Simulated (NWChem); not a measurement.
# SnPH$_{5}$; SMILES [PH2][SnH3]

Results from NWChem. Geometry: optimised at PBE-D3(BJ)/def2-SVP. def2 effective core potentials on Sn; no spin-orbit coupling. Level M06-2X/def2-SVP: energy and gradient on several grids; changes count from the extra-fine grid, which is no exact limit either.

| grid | size of the energy change (μHa) | largest change of a gradient component (μHa/bohr) | time, medium = 1 (rough) |
|---|---|---|---|
| xcoarse | 4000 | 2000 | about 1 |
| coarse | 100 | 600 | about 1 |
| medium | < 10 | 300 | about 1 |
| fine | < 10 | 100 | about 1 |
| xfine | < 10 | < 30 | 2 |
